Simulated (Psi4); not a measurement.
O (SMILES [O+]), charge +1, quartet; PBE/def2-SV(P) in Psi4 1.11.

Psi4 was given this input:
```
memory 2 GB

molecule {
1 4
O     0.00000000    0.00000000    0.00000000
}

set {
  basis def2-sv(p)
  reference uks
  level_shift 0.3
}

energy('pbe')
print_variables()
```

Output, abridged:

```
   => Loading Basis Set <=

    Name: DEF2-SV(P)
    Role: ORBITAL
    Keyword: BASIS

         ---------------------------------------------------------
                                   SCF
               by Justin Turney, Rob Parrish, Andy Simmonett
                          and Daniel G. A. Smith
                              UKS Reference
         ---------------------------------------------------------

  ==> Geometry <==

    Molecular point group: d2h
    Geometry (in Angstrom), charge = 1, multiplicity = 4:

       Center              X                  Y                   Z               Mass
    ------------   -----------------  -----------------  -----------------  -----------------
         O            0.000000000000     0.000000000000     0.000000000000    15.994914619570

  Running in d2h symmetry.

  Rotational constants: A = ************  B = ************  C = ************ [cm^-1]
  Rotational constants: A = ************  B = ************  C = ************ [MHz]
  Nuclear repulsion =    0.000000000000000

  Charge       = 1
  Multiplicity = 4
  Electrons    = 7
  Nalpha       = 5
  Nbeta        = 2

  ==> Algorithm <==

  SCF Algorithm Type is DF.
  DIIS enabled.
  MOM disabled.
  Fractional occupation disabled.
  Guess Type is CORE.
  Energy threshold   = 1.00e-06
  Density threshold  = 1.00e-06
  Integral threshold = 1.00e-12

  ==> Primary Basis <==

  Basis Set: DEF2-SV(P)
    Blend: DEF2-SV(P)
    Number of shells: 6
    Number of basis functions: 14
    Number of Cartesian functions: 15
    Spherical Harmonics?: true
    Max angular momentum: 2

  ==> DFT Potential <==

   => LibXC <=

    Version 7.1.2
    S. Lehtola, C. Steigemann, M. J. T. Oliveira, and M. A. L. Marques,  SoftwareX 7, 1–5 (2018) (10.1016/j.softx.2017.11.002)

   => Composite Functional: PBE <=

    PBE GGA Exchange-Correlation Functional

    J.P. Perdew et. al., Phys. Rev. Lett., 77(18), 3865-3868, 1996

    Deriv               =              1
    GGA                 =           TRUE
    Meta                =          FALSE

    Exchange Hybrid     =          FALSE
    MP2 Hybrid          =          FALSE

   => Exchange Functionals <=

    1.0000     XC_GGA_X_PBE

   => Correlation Functionals <=

    1.0000     XC_GGA_C_PBE

   => LibXC Density Thresholds  <==

    XC_GGA_C_PBE:  1.00E-12
    XC_GGA_X_PBE:  1.00E-15

   => Molecular Quadrature <=

    Radial Scheme          =       TREUTLER
    Pruning Scheme         =           NONE
[...]
   @S^2 Observed:                3.751694923E+00
   @S   Expected:                1.500000000E+00
   @S   Observed:                1.500000000E+00

    Orbital Energies [Eh]
    ---------------------

    Alpha Occupied:

[...]
    Alpha Virtual:

[...]
    Beta Occupied:

[...]
    Beta Virtual:

[...]
    Final Occupation by Irrep:
             Ag   B1g   B2g   B3g    Au   B1u   B2u   B3u
    DOCC [     2,    0,    0,    0,    0,    0,    0,    0 ]
    SOCC [     0,    0,    0,    0,    0,    1,    1,    1 ]
    NA   [     2,    0,    0,    0,    0,    1,    1,    1 ]
    NB   [     2,    0,    0,    0,    0,    0,    0,    0 ]

  @DF-UKS Final Energy:   -74.40405181145447

   => Energetics <=

    Nuclear Repulsion Energy =              0.0000000000000000
    One-Electron Energy =                 -98.2523449908128299
    Two-Electron Energy =                  31.8473444525851264
    DFT Exchange-Correlation Energy =      -7.9990512732267485
    Empirical Dispersion Energy =           0.0000000000000000
    VV10 Nonlocal Energy =                  0.0000000000000000
    Total Energy =                        -74.4040518114544653

  UHF NO Occupations:
  HONO-2 :    1B3u 1.0000000
  HONO-1 :    1B1u 1.0000000
  HONO-0 :    1B2u 1.0000000
  LUNO+0 :    3 Ag 0.0008478
  LUNO+1 :    4 Ag 0.0000000
  LUNO+2 :    2B3u 0.0000000
  LUNO+3 :    2B2u 0.0000000

Computation Completed

Properties will be evaluated at   0.000000,   0.000000,   0.000000 [a0]

Properties computed using the SCF density matrix

 Multipole Moments:

 ------------------------------------------------------------------------------------
     Multipole            Electronic (a.u.)      Nuclear  (a.u.)        Total (a.u.)
 ------------------------------------------------------------------------------------

 L = 1.  Multiply by 2.5417464519 to convert [e a0] to [Debye]
 Dipole X            :          0.0000000            0.0000000            0.0000000
 Dipole Y            :          0.0000000            0.0000000            0.0000000
 Dipole Z            :          0.0000000            0.0000000            0.0000000
 Magnitude           :                                                    0.0000000

 ------------------------------------------------------------------------------------

  Variable Map:
  ----------------------------------------------------------------------------
[...]
  Array Variable Map:
  ----------------------------------------------------------------------------
[...]
[...]
```
